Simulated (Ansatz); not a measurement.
`C[SiH2]C(C)=S` + `C[Si](O)(O)F` → `CO[Si](C)(O)F` + `CC([SiH3])=S`  (substitution at a C–Si bond)

Program: Ansatz. Geometries: PBE0-D4/def2-TZVP. ΔE: electronic, gas phase. CCSD(T)/CBS is the MP2 limit (def2-TZVPP, def2-QZVPP) plus CCSD(T) − MP2 in def2-TZVPP, frozen cores. This one scheme is used for every species. DFT in def2-TZVPP. B3LYP here is the variant with VWN-RPA as its local correlation; programs differ in this. Each species was taken in one conformer, which may not be the lowest.

```csv
level,ΔE (eV)
PBE0-D4,1.09
B3LYP-D4,1.02
ωB97M-V,1.09
PBE,1.06
CCSD(T)/def2-TZVPP,1.07
MP2/def2-QZVPP,1.17
HF/CBS(def2),0.92
CCSD/CBS(def2),1.10
```

Q: What does CCSD(T)/CBS give? (Estimate.)

A: The calculation gave: +1.11 eV. The listed levels differ from it by -0.02, -0.09, -0.02, -0.05, -0.04, 0.06, -0.19, -0.01 eV.

Largest T1 diagnostic among the species: 0.016.

In def2-TZVPP, CCSD(T) changes the Hartree–Fock value by +0.14 eV (the triples alone add +0.01 eV) and MP2 by +0.22 eV.
